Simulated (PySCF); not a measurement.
CsF, singlet, geometry from GFN2-xTB (such geometries of metal compounds can be far from the true shape) (core potentials on Cs); CAMB3LYP/def2-SV(P) in PySCF.

PySCF was given this input:
```python
from pyscf import gto, scf, dft

mol = gto.M(
    atom='''
Cs   -0.00000000   -0.00000000   -0.32413647
F     0.00000000    0.00000000    1.98083399
''',
    basis='def2-sv(p)',
    ecp={'Cs': 'def2-sv(p)'},
    verbose=4,
)

mf = dft.RKS(mol)
mf.xc = 'camb3lyp'
mf.grids.radi_method = dft.radi.delley
mf.kernel()
```

Problem. Write the output that PySCF gives for this input, abridged.

Solution. 
```
PySCF version 2.14.0

[INPUT] verbose = 4
[INPUT] num. atoms = 2
[INPUT] num. electrons = 18
[INPUT] charge = 0
[INPUT] spin (= nelec alpha-beta = 2S) = 0
[INPUT] symmetry False subgroup None
[INPUT] Mole.unit = angstrom
[INPUT] Symbol           X                Y                Z      unit          X                Y                Z       unit  Magmom
[INPUT]  1 Cs     0.000000000000   0.000000000000  -0.324136470000 AA    0.000000000000   0.000000000000  -0.612529155283 Bohr   0.0
[INPUT]  2 F      0.000000000000   0.000000000000   1.980833990000 AA    0.000000000000   0.000000000000   3.743233739329 Bohr   0.0

nuclear repulsion = 18.5960535409725
number of shells = 16
number of NR pGTOs = 59
number of NR cGTOs = 38
basis = def2-sv(p)
ecp = {'Cs': 'def2-sv(p)'}

******** <class 'pyscf.dft.rks.RKS'> ********
method = RKS
initial guess = minao
damping factor = 0
level_shift factor = 0
DIIS = <class 'pyscf.scf.diis.CDIIS'>
diis_start_cycle = 1
diis_space = 8
diis_damp = 0
SCF conv_tol = 1e-09
SCF conv_tol_grad = None
SCF max_cycles = 50
direct_scf = True
direct_scf_tol = 1e-13
XC library pyscf.dft.libxc version 7.1.2
    S. Lehtola, C. Steigemann, M. J. T. Oliveira, and M. A. L. Marques,  SoftwareX 7, 1–5 (2018)
XC functionals = camb3lyp
    T. Yanai, D. P. Tew, and N. C. Handy,  Chem. Phys. Lett. 393, 51 (2004)
radial grids: B. Delley radial grids. Ref. JCP 104, 9848 (1996); DOI:10.1063/1.471749. log2 algorithm
becke partition: Becke, JCP 88, 2547 (1988); DOI:10.1063/1.454033
pruning grids: <function nwchem_prune>
grids dens level: 3
symmetrized grids: False
atomic radii adjust function: <function treutler_atomic_radii_adjust>
small_rho_cutoff = 0
Set gradient conv threshold to 3.16228e-05
Initial guess from minao.
tot grids = 32056
init E= -116.352107627792
  HOMO = -0.650536544576298  LUMO = -0.182867560869546  gap/eV = 12.72592
cycle= 1 E= -119.751493577646  delta_E= -3.4  |g|= 0.861  |ddm|= 1.88
  HOMO = -0.0258515168491879  LUMO = -0.00662306589514101  gap/eV = 0.52323
cycle= 2 E= -117.620715734263  delta_E= 2.13  |g|= 3.12  |ddm|= 2.47
  HOMO = -0.279660158230904  LUMO = -0.0255279578950649  gap/eV = 6.91529
cycle= 3 E= -119.897265347314  delta_E= -2.28  |g|= 0.0759  |ddm|= 2.18
  HOMO = -0.254071289637184  LUMO = -0.0209509576963676  gap/eV = 6.34353
cycle= 4 E= -119.900662585214  delta_E= -0.0034  |g|= 0.0278  |ddm|= 0.209
  HOMO = -0.267442150451837  LUMO = -0.018160246369046  gap/eV = 6.78331
cycle= 5 E= -119.900828062219  delta_E= -0.000165  |g|= 0.00585  |ddm|= 0.0269
  HOMO = -0.269722256893839  LUMO = -0.0182545095921789  gap/eV = 6.84279
cycle= 6 E= -119.900836947615  delta_E= -8.89e-06  |g|= 0.000576  |ddm|= 0.00837
  HOMO = -0.26982927265454  LUMO = -0.0182626323460724  gap/eV = 6.84548
cycle= 7 E= -119.900837285935  delta_E= -3.38e-07  |g|= 9.26e-05  |ddm|= 0.0026
  HOMO = -0.26982170531463  LUMO = -0.0182605437040948  gap/eV = 6.84533
cycle= 8 E= -119.900837307766  delta_E= -2.18e-08  |g|= 1.63e-05  |ddm|= 0.000879
  HOMO = -0.269823098380492  LUMO = -0.018260988563366  gap/eV = 6.84535
cycle= 9 E= -119.900837308  delta_E= -2.34e-10  |g|= 3.87e-06  |ddm|= 8.62e-05
  HOMO = -0.269825230843879  LUMO = -0.0182610452528955  gap/eV = 6.84541
Extra cycle  E= -119.900837308002  delta_E= -2.73e-12  |g|= 4.78e-06  |ddm|= 8.24e-06
converged SCF energy = -119.900837308002
```
